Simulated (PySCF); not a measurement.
A structure optimised at PBE-D3(BJ)/def2-SVP, used in a PySCF frequency run:

```xyz
10

B     -0.5297     0.2290    -0.3220
Br     1.0043     0.0493     0.8787
C     -0.5798    -0.6502    -1.6121
C     -1.7263    -1.0698    -2.1903
H      0.3744    -0.9908    -2.0528
H     -1.7380    -1.7139    -3.0859
H     -2.7162    -0.8038    -1.7779
N     -1.5336     1.1364     0.0365
H     -1.5161     1.6784     0.9001
H     -2.3344     1.3244    -0.5681
```
Charge 0, spin multiplicity 1.

Q: Write its SMILES and formula.

A: C=CB(N)Br, C₂H₅BBrN

Q: What are its rotational constants (standard atomic weights)?

A: 6.7132, 1.6047, 1.3125 GHz
